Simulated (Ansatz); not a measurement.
`C[Si]1(Cl)CN1` and `O[Si]1(Cl)CN1` differ in one atom or group.

Ansatz, PBE0-D4/def2-TZVP geometries, multiplicity 1. Each molecule was computed in one conformer, which needn't be the lowest.

```csv
property,`C[Si]1(Cl)CN1`
size of the dipole moment (B3LYP/def2-TZVPP) / D,2.68
LUMO energy (ωB97M-V/def2-TZVPP) / eV,2.18
HOMO–LUMO gap (PBE0/def2-TZVPP) / eV,7.46
HOMO–LUMO gap (B3LYP/def2-TZVPP) / eV,6.92
size of the dipole moment (PBE/def2-TZVPP) / D,2.61
LUMO energy (PBE/def2-TZVPP) / eV,-0.29
```

Q: What does the change do to each property? (Estimate.)

A: The calculation gave: 
| property | `O[Si]1(Cl)CN1` | shift |
| --- | --- | --- |
| size of the dipole moment (B3LYP/def2-TZVPP) / D | 0.83 | -1.85 |
| LUMO energy (ωB97M-V/def2-TZVPP) / eV | 1.93 | -0.25 |
| HOMO–LUMO gap (PBE0/def2-TZVPP) / eV | 7.34 | -0.12 |
| HOMO–LUMO gap (B3LYP/def2-TZVPP) / eV | 6.78 | -0.14 |
| size of the dipole moment (PBE/def2-TZVPP) / D | 0.70 | -1.91 |
| LUMO energy (PBE/def2-TZVPP) / eV | -0.71 | -0.42 |

With PBE0 the HOMO falls by 0.25 eV and the LUMO falls by 0.37 eV, so the gap narrows by about 0.12 eV. PBE moves the HOMO by -0.21 eV and ωB97M-V by -0.27 eV. Dipoles are sizes alone; their direction can turn.

B3LYP here is the variant with VWN-RPA as its local correlation; programs differ in this.
